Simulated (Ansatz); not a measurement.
input.yaml

```yaml
crystal:
  periodic: [false, false, false]
  atoms:
    - { symbol: B, position_ang: [-0.012759, -0.422577, -0.405456] }
    - { symbol: F, position_ang: [-0.000283, -0.012804, 2.076779] }
    - { symbol: F, position_ang: [1.126087, 0.176792, -0.651255] }
    - { symbol: F, position_ang: [-1.13024, 0.140255, -0.793189] }
    - { symbol: H, position_ang: [-0.023157, -1.517673, 0.079496] }
    - { symbol: H, position_ang: [0.151752, -0.889893, 1.827825] }
basis:
  gaussian: { orbitals: def2-SVP }
hamiltonian:
  xc: pbe0
relax:
  f_tol: 0.03
  max_steps: 50
output:
  orbitals: {}
```

Launched with:

```bash
$ ansatz run input.yaml --threads 1 --pin off --max-ram 2048MiB --backend cpu --events-out ev --progress --plain --runs-dir out
```

Hardware: 1 thread of Arm Neoverse V2 (shared host).

Problem. Roughly how long does this run take, and how much memory?

Solution. 49 s, with a peak of 0.12 GiB, for 33 ionic steps.
